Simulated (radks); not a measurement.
Q: Nd, 60 electrons, occupied as [Xe] 4f4 6s1 6p1 (not the ground configuration). All-electron calculation, Dirac Kohn-Sham, PBE, spin-unpolarised, spherical densities, finite nucleus; open shells are shared between the two j in proportion to 2j + 1; Fermi nuclear charge, rms radius 4.9123 fm. Program: a radial shooting solver on a logarithmic mesh with Libxc functionals. Some entries of the table are withheld. Estimate them.

orbital      occ.  eigenvalue (Ry)  <r^2> (bohr^2)
1s1/2           2        -3186.797       0.0007600
2s1/2           2        -515.2963         0.01197
2p1/2           2        -487.5263             (1)
2p3/2           4        -449.3026             (2)
3s1/2           2        -111.8621         0.08094
3p1/2           2        -99.99881         0.07596
3p3/2           4        -92.36813         0.08332
3d3/2           4        -71.70434         0.06759
3d5/2           6        -70.05491         0.06967
4s1/2           2        -22.31390             (3)
4p1/2           2        -17.83615          0.4428
4p3/2           4        -16.18201          0.4834
4d3/2           4         -8.82309          0.5711
4d5/2           6         -8.53086          0.5876
5s1/2           2         -3.05933           2.442
5p1/2           2         -1.86758           3.143
5p3/2           4         -1.64512           3.498
6s1/2           1         -0.30578           21.51
4f5/2     1.71429         -0.23174           1.724
4f7/2     2.28571         -0.20204           1.815
6p1/2    0.333333         -0.14030           36.95
6p3/2    0.666667         -0.12664           40.66

A: 
(1) 2p1/2 <r^2> (bohr^2): 0.008751
(2) 2p3/2 <r^2> (bohr^2): 0.01000
(3) 4s1/2 <r^2> (bohr^2): 0.4164
